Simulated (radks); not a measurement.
Numerical settings for the terbium ion Tb2+, [Xe] 4f9. Method: Dirac Kohn-Sham, PBEsol, spin-unpolarised, spherical densities, point nucleus; open shells fill j = l - 1/2 first; computed with a radial shooting solver on a logarithmic mesh with Libxc functionals. The defaults (mesh step 0.008 in ln r, mesh end at 40 bohr or more with all orbitals vanishing there, Anderson mixing 0.5 over 9 steps, residual threshold near 1e-9 with the energy settled to 1e-9 hartree or 1e-11 of itself, here a cap of 63 iterations) give E = -11714.3503 hartree and 4f7/2 at -16.351 eV in 15 iterations. Run on one thread of a shared host, so times are rough (Intel(R) Xeon(R) Platinum 8488C): 0.19 s of CPU time, 0.19 s wall, 15 iterations on 2541 mesh points. Changes against that run (0 stands for a change within the tolerance of the run):

| setting | iterations | converged | E (mhartree) | e(4f7/2) (meV) | CPU (s) |
|---|---|---|---|---|---|
| mesh step in ln r 0.012 | 15 | yes | 0 | 0 | 0.13 |
| mesh step in ln r 0.2 | 4 | no | diverged | - | 0.01 |
| mesh step in ln r 0.02 | 15 | yes | 0 | 0 | 0.08 |
| mesh end (bohr) 5 | 14 | yes | +4.41 | +208 | 0.16 |
| mesh end (bohr) 3 | 15 | yes | +559 | +6.79e+03 | 0.16 |
| residual threshold 1e-13 | 21 | yes | 0 | 0 | 0.28 |
| residual threshold 1e-16 | 63 | no | 0 | 0 | 0.53 |
| mixing 1 | 12 | yes | 0 | 0 | 0.16 |
| linear mixing, mixing 1 | 63 | no | +1.5e+05 | -7.9e+05 | 2.2 |
| linear mixing, mixing 0.5 | 63 | no | 0 | 0 | 0.58 |
| mixing history 20 | 21 | yes | 0 | 0 | 0.25 |
| iteration cap 2 | 2 | no | +1.74e+03 | -3.37e+04 | 0.04 |

Settings that end as converged yet miss the energy by more than 1 mhartree: mesh end (bohr) 5 (+0.00441 hartree); mesh end (bohr) 3 (+0.559 hartree). A mesh that ends early acts as a hard wall.
